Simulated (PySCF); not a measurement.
Correlation energy of Ni (nickel, neutral)

[Ar] 3d10, closed-shell 1S (an excited configuration). All numbers are calculated (PySCF 2.14, scalar relativity by spin-free X2C-1e, in aug-cc-pwCVTZ-DK). Frozen: [Ne]; 18 electrons correlated.

MP2 pair energies summed by pair of shells (mhartree):

| pair | energy | share (%) |
| --- | --- | --- |
| 3d-3d | -600.54 | 54.6 |
| 3p-3d | -309.74 | 28.2 |
| 3p-3p | -74.64 | 6.8 |
| 3s-3d | -70.47 | 6.4 |
| 3s-3p | -38.81 | 3.5 |
| 3s-3s | -5.66 | 0.5 |

Total MP2 correlation energy: -1099.9 mhartree.

Same-spin part -371.04 and opposite-spin part -728.81 mhartree; SCS-MP2 scales them by 1/3 and 6/5 to -998.25 mhartree.
